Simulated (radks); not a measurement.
Effect of the nuclear size on the hafnium ion Hf3+, [Xe] 4f14 5d1. All-electron calculation, Dirac Kohn-Sham, LDA (Slater exchange, Perdew-Wang correlation), spin-unpolarised, spherical densities, finite nucleus; open shells fill j = l - 1/2 first; Fermi nuclear charge, rms radius 5.347 fm. Program: a radial shooting solver on a logarithmic mesh with Libxc functionals. The rms radius is varied about that value; shifts are against it.

rms radius (fm)  total energy shift (eV)  density at nucleus (e/bohr^3)  1s1/2 shift (meV)  2s1/2 shift (meV)  5s1/2 shift (meV)  5p1/2 shift (meV)  5d3/2 shift (meV)  6s1/2 (empty) shift (meV)
4.7267                             -10.6                      1.253e+06              -4310               -596              -5.32              0.086              0.118                     -0.890
4.9727                             -6.49                      1.233e+06              -2640               -366              -3.26              0.053              0.072                     -0.546
5.347                                  0                      1.204e+06              0.000              0.000              0.000              0.000              0.000                      0.000
5.7266                              6.91                      1.177e+06               2810                389               3.47             -0.056             -0.077                      0.580
6.3897                              19.7                      1.136e+06               8030               1110               9.90             -0.160             -0.219                       1.66

Slopes of the eigenvalues against <r^2> in GHz/fm^2, as finite differences over the two radii next to the reference (eigenvalue slopes, not the field-shift constants of lines): 1s1/2 163000, 2s1/2 22600, 5s1/2 202, 5p1/2 -3.27, 5d3/2 -4.46, 6s1/2 (empty) 33.8.
